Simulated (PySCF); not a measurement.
**GePb⁺: frontier orbitals**

r²SCAN at R = 2.689 Å; Ge def2-SVP, Pb def2-SVP with ECP60; scalar-relativistic core potentials (PySCF 2.14). State: ⁴Σ⁻ (quartet), unpaired electrons σ ↑, π ↑↑. Only the outer orbitals are listed, counted within each symmetry, core potentials removing the inner ones.

```csv
spin,orbital,occ.,ε (eV),on Ge (%),main shells (%)
α,10σ,1,-20.21,37,"60 Pb s, 33 Ge s"
α,11σ,1,-17.27,61,"60 Ge s, 35 Pb s"
α,12σ,1,-11.50,55,"51 Ge p, 42 Pb p"
α,6π,1,-10.86,58,"57 Ge p, 41 Pb p"
α,6π,1,-10.86,58,"57 Ge p, 41 Pb p"
α,7π,0,-8.56,42,"58 Pb p, 41 Ge p"
α,7π,0,-8.56,42,"58 Pb p, 41 Ge p"
α,13σ,0,-5.61,41,"55 Pb p, 40 Ge p"
β,10σ,1,-18.64,25,"74 Pb s, 22 Ge s"
β,11σ,1,-15.63,72,"72 Ge s, 24 Pb s"
β,12σ,0,-9.37,50,"48 Pb p, 45 Ge p"
β,6π,0,-8.89,44,"55 Pb p, 43 Ge p"
β,6π,0,-8.89,44,"55 Pb p, 43 Ge p"
```

Which are the highest filled and the lowest empty level, where do they sit, and how wide is the gap?

Highest filled α 6π at -10.86 eV (in %: 57 Ge p, 41 Pb p); lowest empty β 12σ at -9.37 eV (in %: 48 Pb p, 45 Ge p); the gap at r²SCAN is 1.49 eV.

```json
{
 "bond order (Mayer)": "1.62",
 "⟨S²⟩": "3.754",
 "charge on Ge (Mulliken, basis-dependent)": "0.33",
 "charge on Ge (Löwdin, basis-dependent)": "0.36",
 "dipole moment (positive dipole points towards Pb; it is taken about the centre of mass and depends on that origin)": "-0.80 D"
}
```

Spin–orbit coupling is left out, which matters for elements this heavy, above all for dissociation energies. The state was picked by a PBE0 search and need not be the measured ground state.
